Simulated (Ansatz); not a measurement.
C$_{2}$H$_{10}$Ge, singlet: at the end structure of a reaction step.

The input file, in.yaml:

```yaml
crystal:
  periodic: [false, false, false]
  atoms:
    - {symbol: Ge, position_ang: [-1.000271, -0.007024, 0.038250]}
    - {symbol: H, position_ang: [1.518975, -1.670134, -1.593309]}
    - {symbol: H, position_ang: [-1.154847, -1.145669, -0.993966]}
    - {symbol: H, position_ang: [-2.415943, 0.415105, 0.486506]}
    - {symbol: C, position_ang: [0.012081, -0.653496, 1.579966]}
    - {symbol: H, position_ang: [2.248770, -1.539616, -1.504759]}
    - {symbol: C, position_ang: [-0.093563, 1.511821, -0.792814]}
    - {symbol: H, position_ang: [-0.493541, -1.499883, 2.046466]}
    - {symbol: H, position_ang: [1.008513, -0.972454, 1.270143]}
    - {symbol: H, position_ang: [0.116662, 0.139451, 2.322396]}
    - {symbol: H, position_ang: [0.009783, 2.328155, -0.076000]}
    - {symbol: H, position_ang: [0.901660, 1.218386, -1.130488]}
    - {symbol: H, position_ang: [-0.658178, 1.875358, -1.652290]}
basis:
  gaussian: {orbitals: def2-SVP}
hamiltonian: {xc: lda}
```

Command:

```bash
ansatz run in.yaml --threads 8 --pin off --events-out ev --progress --plain --max-ram 19148MiB
```

The run's output (Ansatz 0.2.0):

```
Functional definition: SPW92
  name "SPW92"
  cite "Dirac, Proc. Camb. Phil. Soc. 26, 376 (1930) doi:10.1017/S0305004100016108"
  cite "Slater, Phys. Rev. 81, 385 (1951) doi:10.1103/PhysRev.81.385"
  cite "Perdew & Wang, Phys. Rev. B 45, 13244 (1992) doi:10.1103/PhysRevB.45.13244"
  exchange = slater_x
  correlation = pw_c
1247 factors; their error is unknown
mean field evaluation 1: about -58623.0781 eV, gradient 7.8e1 eV
mean field evaluation 2: about -58601.9027 eV, gradient 1.1e2 eV
mean field evaluation 4: about -58637.2037 eV, gradient 3.5e0 eV
mean field evaluation 8: about -58637.2367 eV, gradient 4.0e-2 eV
mean field evaluation 16: about -58637.1826 eV, gradient 2.5e-5 eV
mean field -58637.18257696 eV, -2154.8767139933 hartree, gradient 2.5e-5 eV, S^2 0.000000; 0 other end points of the search recorded, 0 dependent functions left out
reference -58637.18261211 eV, -2154.8767152853 hartree; 27, 27 occupied and 83, 83 virtual orbitals, 1247 factors
Total energy: -58637.18261211 eV, -2154.8767152853 hartree
```

The lines “mean field evaluation” count trial sets of orbitals through the whole run, from several starts and some on an approximate energy, so they need not fall steadily or lie above the final value.

The run took about 0.35 s on 8 CPU threads of an Arm Neoverse V1 (shared host).
